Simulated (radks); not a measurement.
The numbers below are computed, except where a source is named.
The tungsten ion W3+, configuration [Kr] 4d10 4f14 5s1 5p6 5d3 6s1 (not the ground configuration).

Code: a radial shooting solver on a logarithmic mesh with Libxc functionals. Model: Dirac Kohn-Sham, exchange-only B88, spin-unpolarised, spherical densities, finite nucleus; open shells fill j = l - 1/2 first; Fermi nuclear charge, rms radius 5.3658 fm.

Energy parts (eV):
| part | energy |
|---|---|
| total | -439617.53 |
| kinetic | 495173.49 |
| electron-nucleus | -1095546.35 |
| Hartree | 169486.35 |
| exchange | -8731.02 |

Orbitals (lengths in bohr, moments of r in powers of bohr; r(max) is where P^2 peaks):
[
 {"orbital": "1s1/2", "occ.": "2", "eigenvalue (eV)": "-69415.50", "<1/r>": "87.04", "<r>": "0.01835", "r(max)": "0.01146", "small-component weight": "7.79e-02"},
 {"orbital": "2s1/2", "occ.": "2", "eigenvalue (eV)": "-12003.13", "<1/r>": "21.18", "<r>": "0.07695", "r(max)": "0.06587", "small-component weight": "1.76e-02"},
 {"orbital": "2p1/2", "occ.": "2", "eigenvalue (eV)": "-11483.06", "<1/r>": "21.16", "<r>": "0.06365", "r(max)": "0.04896", "small-component weight": "1.77e-02"},
 {"orbital": "2p3/2", "occ.": "4", "eigenvalue (eV)": "-10129.90", "<1/r>": "17.77", "<r>": "0.07160", "r(max)": "0.05579", "small-component weight": "1.60e-02"},
 {"orbital": "3s1/2", "occ.": "2", "eigenvalue (eV)": "-2791.205", "<1/r>": "7.776", "<r>": "0.2006", "r(max)": "0.1855", "small-component weight": "5.81e-03"},
 {"orbital": "3p1/2", "occ.": "2", "eigenvalue (eV)": "-2558.904", "<1/r>": "7.693", "<r>": "0.1905", "r(max)": "0.1737", "small-component weight": "5.75e-03"},
 {"orbital": "3p3/2", "occ.": "4", "eigenvalue (eV)": "-2266.312", "<1/r>": "6.817", "<r>": "0.2053", "r(max)": "0.1877", "small-component weight": "5.26e-03"},
 {"orbital": "3d3/2", "occ.": "4", "eigenvalue (eV)": "-1874.011", "<1/r>": "6.711", "<r>": "0.1796", "r(max)": "0.1470", "small-component weight": "5.14e-03"},
 {"orbital": "3d5/2", "occ.": "6", "eigenvalue (eV)": "-1810.368", "<1/r>": "6.505", "<r>": "0.1842", "r(max)": "0.1509", "small-component weight": "5.01e-03"},
 {"orbital": "4s1/2", "occ.": "2", "eigenvalue (eV)": "-603.7012", "<1/r>": "3.268", "<r>": "0.4495", "r(max)": "0.4211", "small-component weight": "1.91e-03"},
 {"orbital": "4p1/2", "occ.": "2", "eigenvalue (eV)": "-507.2557", "<1/r>": "3.158", "<r>": "0.4546", "r(max)": "0.4208", "small-component weight": "1.82e-03"},
 {"orbital": "4p3/2", "occ.": "4", "eigenvalue (eV)": "-439.4282", "<1/r>": "2.853", "<r>": "0.4879", "r(max)": "0.4504", "small-component weight": "1.63e-03"},
 {"orbital": "4d3/2", "occ.": "4", "eigenvalue (eV)": "-280.7457", "<1/r>": "2.639", "<r>": "0.5046", "r(max)": "0.4471", "small-component weight": "1.44e-03"},
 {"orbital": "4d5/2", "occ.": "6", "eigenvalue (eV)": "-268.2443", "<1/r>": "2.566", "<r>": "0.5160", "r(max)": "0.4564", "small-component weight": "1.39e-03"},
 {"orbital": "4f5/2", "occ.": "6", "eigenvalue (eV)": "-69.5227", "<1/r>": "2.110", "<r>": "0.5973", "r(max)": "0.4259", "small-component weight": "9.89e-04"},
 {"orbital": "4f7/2", "occ.": "8", "eigenvalue (eV)": "-67.2657", "<1/r>": "2.080", "<r>": "0.6063", "r(max)": "0.4308", "small-component weight": "9.67e-04"},
 {"orbital": "5s1/2", "occ.": "1", "eigenvalue (eV)": "-112.7244", "<1/r>": "1.281", "<r>": "1.055", "r(max)": "0.9586", "small-component weight": "4.39e-04"},
 {"orbital": "5p1/2", "occ.": "2", "eigenvalue (eV)": "-83.5741", "<1/r>": "1.158", "<r>": "1.152", "r(max)": "1.025", "small-component weight": "3.67e-04"},
 {"orbital": "5p3/2", "occ.": "4", "eigenvalue (eV)": "-73.1609", "<1/r>": "1.054", "<r>": "1.246", "r(max)": "1.105", "small-component weight": "3.18e-04"},
 {"orbital": "5d3/2", "occ.": "3", "eigenvalue (eV)": "-34.4682", "<1/r>": "0.7765", "<r>": "1.661", "r(max)": "1.375", "small-component weight": "1.78e-04"},
 {"orbital": "5d5/2", "occ.": "0", "eigenvalue (eV)": "-33.3905", "<1/r>": "0.7552", "<r>": "1.704", "r(max)": "1.410", "small-component weight": "1.70e-04"},
 {"orbital": "6s1/2", "occ.": "1", "eigenvalue (eV)": "-29.5122", "<1/r>": "0.5051", "<r>": "2.542", "r(max)": "2.319", "small-component weight": "8.71e-05"},
 {"orbital": "6p1/2", "occ.": "0", "eigenvalue (eV)": "-22.7472", "<1/r>": "0.4355", "<r>": "2.933", "r(max)": "2.660", "small-component weight": "6.69e-05"},
 {"orbital": "6p3/2", "occ.": "0", "eigenvalue (eV)": "-21.1721", "<1/r>": "0.4073", "<r>": "3.124", "r(max)": "2.849", "small-component weight": "6.05e-05"}
]

The highest occupied level is 6s1/2 at -29.512 eV. The configuration is held as typed, so some empty levels lie below it. The electron density at the nucleus is 1.424e+06 e/bohr^3.
